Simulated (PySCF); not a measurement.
Dipole polarisabilities along the third row, charge +1

Calculated with PySCF 2.14 for the ground configurations, without spin-orbit coupling: coupled response for Hartree-Fock and DFT. Mean α in bohr³, C₆ of like pairs in atomic units.

| species | α UHF | α PBE | α PBE0 | C₆ UHF | C₆ PBE | C₆ PBE0 |
| --- | --- | --- | --- | --- | --- | --- |
| Mg⁺ [Ne] 3s1 (dyall-acv3z, spin-free X2C) | 38.52 | 33.51 | 34.96 | 177.8 | 144.4 | 153.7 |
| Al⁺ [Ne] 3s2 (dyall-acv3z, spin-free X2C) | 26.24 | 24.16 | 24.67 | 139.1 | 122.4 | 126.5 |
| P⁺ [Ne] 3s2 3p2 (dyall-acv3z, spin-free X2C) | 14.41 | 14.43 | 14.29 | 74.63 | 74.43 | 73.63 |
| S⁺ [Ne] 3s2 3p3 (dyall-acv3z, spin-free X2C) | 10.87 | 11.00 | 10.86 | 53.41 | 54.26 | 53.40 |
| Cl⁺ [Ne] 3s2 3p4 (dyall-acv3z, spin-free X2C) | 8.544 | 8.815 | 8.669 | 40.30 | 41.86 | 40.99 |
| Ar⁺ [Ne] 3s2 3p5 (dyall-acv3z, spin-free X2C) | 6.772 | 7.044 | 6.918 | 30.43 | 31.94 | 31.22 |

(1) Fill in the row of Si⁺ [Ne] 3s2 3p1 (dyall-acv3z, spin-free X2C).

The values depend on the diffuse functions of the basis.

Results:

(1) α UHF 19.46; α PBE 19.06; α PBE0 19.02; C₆ UHF 104.5; C₆ PBE 100.6; C₆ PBE0 100.6.
